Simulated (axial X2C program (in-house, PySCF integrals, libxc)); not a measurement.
What spin–orbit coupling does to CrGa

Calculated with an in-house all-electron X2C program for linear molecules (integrals from PySCF). Spin-free means the one-electron spin-free X2C Hamiltonian; two-component (2c) means X2C with spin–orbit coupling and atomic mean-field two-electron Coulomb and Gaunt terms, so the difference of the two also holds small scalar two-electron terms. Basis: Ga dyall-cv3z [9s9p7d4f1g], Cr dyall-cv3z [9s10p6d3f2g] (cores contracted in-house); Gaussian nuclei, density fitting, unrestricted open shells. Masses: Ga 68.926 u, Cr 51.941 u.

Spin-free state: M_S = 5/2, Λ = 0 (beyond evenly filled blocks: σα, π+α, π-α, δ+α, δ-α); fragments Ga + Cr.

```tsv
level	Re (Å)	ωe (cm⁻¹)	De (eV)	μ (D)
PBE0	2.697	169.2	1.047	0.71
B97-3	2.715	170.7	1.497	0.19
```

Dipoles are positive if Cr is the positive end.

Two-component determinant lowest at the distance of the search:

Ω = 5/2 (⟨Sz⟩ = 2.50, ⟨Lz⟩ = 0.00 at PBE0); fragments Ga + Cr.

```json
{"level": "PBE0", "Re (Å)": "2.698", "ωe (cm⁻¹)": "168.9", "μ (D)": "0.71"}
{"level": "B97-3", "Re (Å)": "2.716", "ωe (cm⁻¹)": "170.4", "μ (D)": "0.19"}
```

(1) From the two tables, how do the constants change at the PBE0 level (2c against spin-free)?

One determinant describes the state; a PBE0 search over occupations chose it and may have missed a lower one. De is counted from the lowest determinant-based energies of the atoms at the same level, without counterpoise correction. De is not given where an atomic determinant may have missed its ground term or J level, or where the truncated virtual space spoils (T). Density functionals use the spin component along the axis (collinear). Other states lie close and PBE0, whose exact exchange favours high spin, may order them wrongly; the determinant shown need not be the ground state. The nearest other spin-free determinant of the search, M_S = 7/2, Λ = 1, lies 0.42 eV up at the distance of the search. Without a current term, density functionals place determinants with orbital angular momentum somewhat too high. With several unpaired electrons one determinant need not be a pure state. This is the top spin component of a Σ state; components of lower Ω are not single determinants and can lie lower. The determinant is spin-polarised beyond a pure state at some levels (its spin-free form has ⟨S²⟩ too high), which makes Re and μ there less reliable.

## Answers

(1) At the PBE0 level Re increases by 0.001 Å and ωe drops by 0.3 cm⁻¹.
